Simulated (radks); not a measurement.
Results of a calculation; reference values are marked as such.
Q: These are the eigenvalues of the occupied orbitals of an atom or ion with whole-number occupations (eV). Level of theory: scalar-relativistic Kohn-Sham, LB94 model potential, spin-polarised, spherical densities, finite nucleus; Fermi nuclear charge, rms radius of each element as measured or else 0.836 A^(1/3) + 0.57 fm (a radial shooting solver on a logarithmic mesh with Libxc functionals).

1s up: -33048.32
1s down: -33044.56
2s down: -7102.774
2s up: -7101.950
2p down: -6658.450
2p up: -6658.085
3s up: -2912.232

Which element is it, and in what charge state? The configuration may be excited. Open shells, if any, are filled with parallel spins first.

A: Z = 51, antimony, charge +40: Sb40+ in [Ne] 3s1. The list shows which subshells hold electrons but not how many an open one holds; the 1s level, -1214.5 hartree, gives Z - s = 49.3 by -(Z - s)^2/2, which with screening and relativity narrows Z to a few neighbours, and the depths of the outer levels then fix element, charge and occupations together.
